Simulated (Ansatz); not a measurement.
The Si1–H2 bond of H3NSi (SMILES N[SiH]) is stretched (multiplicity 1, the rest rigid).
Geometry at rest (charge 0, multiplicity 1):
```
atom    x (Å)    y (Å)    z (Å)
----  -------  -------  -------
Si    -0.2447   0.3910   0.5100
H     -0.5860   1.4739  -0.5153
N      0.3978  -0.6896  -0.6544
H      0.4631  -0.5284  -1.6484
H      0.7649  -1.5931  -0.3951
```

Frozen-core correlation.

Programs: Ansatz (Gaussian basis) for Hartree–Fock, density functionals and correlated methods. Values without a source in brackets are computed.

Energies above the point at 1.530 Å (the B3LYP-D3(BJ) bond length), FIC-MRCISD+Q on CASSCF(2,2)/cc-pV(T+d)Z (kcal/mol): 4.70 at 1.377 Å; 3.26 at 1.683 Å; 78.41 at 4.895 Å.

Take the last value as the depth D of a Morse curve D(1 − e^(−a(R − R₀)))², fit a and R₀ to the two near points, and test it at 2.065 and 2.677 Å.


With D = 78.4, both near points (counted from the curve's value at 1.530 Å) are met by a = 1.46 Å⁻¹ and R₀ = 1.527 Å, so k = 2Da² = 334 kcal/(mol Å²). The curve then gives 23.2 and 51.9 kcal/mol; the level itself gives 23.5 and 54.6, so Morse is off by -0.3 and -2.8.

Ansatz is a first-principles code.
